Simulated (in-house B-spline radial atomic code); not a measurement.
Ionising Ta VI (Ta5+) with different functionals

Computed with an all-electron radial atomic-structure program (B-spline basis): scalar-relativistic (spin-free X2C) Hamiltonian, Fermi nucleus of rms radius 5.3507 fm, spin-polarised at highest spin, spherical fractional occupations for the functionals, the average over the highest-spin determinants for Hartree-Fock. The ionisation energy is the difference of two self-consistent energies, [Xe] 4f14 → [Xe] 4f13, without Breit or QED terms; ε is the level of the shell that loses the electron (its least bound occupied spin orbital). There is no spin-orbit coupling in this Hamiltonian.

Hybrids are left out here: with spherical fractional occupations of an open shell their exact exchange keeps a self-interaction that integer-occupation calculations don't have.

```json
{"method": "Hartree-Fock", "rung": "Hartree-Fock", "ΔSCF (eV)": "91.49", "-ε(4f) (eV)": "98.10"}
{"method": "LDA VWN5", "rung": "LDA", "ΔSCF (eV)": "95.37", "-ε(4f) (eV)": "82.68"}
{"method": "LDA PW92", "rung": "LDA", "ΔSCF (eV)": "95.36", "-ε(4f) (eV)": "82.67"}
{"method": "LDA exchange-only", "rung": "LDA", "ΔSCF (eV)": "93.24", "-ε(4f) (eV)": "80.62"}
{"method": "PBE", "rung": "GGA", "ΔSCF (eV)": "94.94", "-ε(4f) (eV)": "82.27"}
{"method": "PBEsol", "rung": "GGA", "ΔSCF (eV)": "95.01", "-ε(4f) (eV)": "82.34"}
{"method": "BLYP", "rung": "GGA", "ΔSCF (eV)": "94.70", "-ε(4f) (eV)": "82.04"}
{"method": "RPBE", "rung": "GGA", "ΔSCF (eV)": "94.87", "-ε(4f) (eV)": "82.20"}
{"method": "PW91", "rung": "GGA", "ΔSCF (eV)": "95.06", "-ε(4f) (eV)": "82.38"}
{"method": "BP86", "rung": "GGA", "ΔSCF (eV)": "95.06", "-ε(4f) (eV)": "82.38"}
{"method": "AM05", "rung": "GGA", "ΔSCF (eV)": "95.10", "-ε(4f) (eV)": "82.42"}
{"method": "OLYP", "rung": "GGA", "ΔSCF (eV)": "95.77", "-ε(4f) (eV)": "83.05"}
{"method": "TPSS", "rung": "meta-GGA", "ΔSCF (eV)": "94.74", "-ε(4f) (eV)": "82.08"}
{"method": "SCAN", "rung": "meta-GGA", "ΔSCF (eV)": "95.24", "-ε(4f) (eV)": "82.62"}
{"method": "r2SCAN", "rung": "meta-GGA", "ΔSCF (eV)": "95.21", "-ε(4f) (eV)": "82.57"}
{"method": "revTPSS", "rung": "meta-GGA", "ΔSCF (eV)": "94.77", "-ε(4f) (eV)": "82.11"}
```

**Question.** How do they compare with the NIST value?

**Answer.** NIST lists 94.01 eV ± 0.05 (semi-empirical, ground level to ground level). Errors run from -2.52 to +1.76 eV; BLYP is closest (+0.69 eV), though others lie within the uncertainty of it, and part of that can be cancellation, since the calculations leave out spin-orbit coupling, Breit-QED terms, multiplet and fine-structure energies. Hartree-Fock also lacks correlation.
